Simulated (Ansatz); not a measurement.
```yaml
crystal:
  periodic: [false, false, false]
  atoms:
    - {symbol: O, position_ang: [0.021869, -0.013269, 0.007913]}
    - {symbol: Sn, position_ang: [0.032102, 0.033229, 1.901120]}
basis:
  gaussian: {orbitals: def2-mTZVP}
magnetization: {spin_polarized: true, initial_magnetization: 1}
hamiltonian: {xc: {name: PBEsol}}
output: {forces: true}
```

```sh
$ ansatz run in.yaml --threads 2 --pin off --events-out ev --progress --plain --max-ram 32768MiB --backend cpu
```

How does Ansatz answer? (Best estimate.)

The calculation gave: The input was rejected before any iteration.
```
Error: a molecule whose nuclei and cores have a total charge of 30 cannot have a net charge of 0 together with 1 unpaired electrons
```
